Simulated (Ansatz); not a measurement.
`CC1C=CCC1` + `O[SiH2][O][GeH3]` → `CO[SiH2][O][GeH3]` + `C1=CCCC1`  (substitution at a C–C bond)

Calculated with Ansatz (gas phase, PBE0-D4/def2-TZVP geometries, no zero-point term in ΔE). CCSD(T)/CBS adds triple-zeta CCSD(T) − MP2 to the extrapolated MP2 energy (def2 sets, frozen cores). Functionals use def2-TZVPP. B3LYP here is the variant with VWN-RPA as its local correlation; programs differ in this. For Ge outer-core shells are correlated without core-valence functions, which leaves a few kJ/mol of doubt a bond. Scalar relativity is left out up to krypton. One conformer a species, not always the lowest.

| level | ΔE (kJ/mol) | difference from CCSD(T)/CBS |
| --- | --- | --- |
| PBE-D4 | 59.9 | -5.7 |
| r2SCAN-D4 | 60.0 | -5.6 |
| PBE0-D4 | 60.8 | -4.8 |
| B3LYP-D4 | 55.0 | -10.6 |
| ωB97X-V | 58.0 | -7.6 |
| ωB97M-V | 61.1 | -4.5 |
| B2PLYP | 58.3 | -7.3 |
| PBE | 57.8 | -7.8 |
| r2SCAN | 59.4 | -6.2 |
| PBE0 | 59.0 | -6.6 |
| B3LYP | 51.9 | -13.7 |
| HF/def2-TZVPP | 46.7 | -18.9 |
| MP2/def2-TZVPP | 71.2 | 5.6 |
| SCS-MP2/def2-TZVPP | 64.2 | -1.4 |
| CCSD/def2-TZVPP | 61.8 | -3.8 |
| CCSD(T)/def2-TZVPP | 63.8 | -1.8 |
| HF/def2-QZVPP | 46.4 | -19.2 |
| MP2/def2-QZVPP | 72.1 | 6.5 |
| SCS-MP2/def2-QZVPP | 65.2 | -0.4 |
| HF/CBS(def2) | 46.3 | -19.3 |
| MP2/CBS(def2) | 73.0 | 7.4 |
| CCSD/CBS(def2) | 63.6 | -2.0 |
| CCSD(T)/CBS | 65.6 | 0 |

Largest T1 diagnostic among the species: 0.012.

The D4 term adds +3.1 kJ/mol with B3LYP and +1.8 kJ/mol with PBE0; it sums over pairs of atoms, weighted by their polarisabilities, and B3LYP, whose exchange is more repulsive, gets the larger term. In def2-TZVPP, CCSD(T) changes the Hartree–Fock value by +17.1 kJ/mol (the triples alone add +2.0 kJ/mol) and MP2 by +24.4 kJ/mol.
